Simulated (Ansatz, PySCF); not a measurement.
Spin states of O2Re (SMILES [O]=[Re]=[O]), each relaxed with B3LYP-D3(BJ)/def2-TZVP.
State 1 (charge 0, multiplicity 4):
```xyz
3

Re     0.26357    -0.21308     0.26536
O      1.05421     0.32000    -1.16098
O     -1.35095    -0.05955     0.82530
```
State 2 (charge 0, multiplicity 2):
```xyz
3

Re     0.3483    -0.2837     0.3544
O      0.9028     0.3381    -1.1154
O     -1.2842    -0.0070     0.6907
```

Singlets are restricted, other states unrestricted; no spin–orbit coupling, no relativity up to Kr; see below for the cores. The largest T1 diagnostic is 0.076.

Codes used: Ansatz (a program for electronic structure) with Gaussian orbitals; PySCF for the dispersion terms. Values without a source in brackets are computed. In def2 rows elements past Kr take small-core potentials, without spin–orbit coupling.

Q: Give the energy of the multiplicity-2 state less that of the multiplicity-4 state at the level PBE0/def2-TZVPP.

A: 31 kJ/mol

Q: What is the computed energy of the multiplicity-2 state less that of the multiplicity-4 state (BLYP/def2-TZVPP)?

A: -4 kJ/mol

Q: Give the energy of the multiplicity-2 state less that of the multiplicity-4 state at the level B3LYP-D3(BJ)/def2-TZVPP.

A: 13 kJ/mol

Doubts at one or more of the structures used: a spin-contaminated determinant (BLYP/def2-TZVPP, B3LYP-D3(BJ)/def2-TZVPP, PBE0/def2-TZVPP).
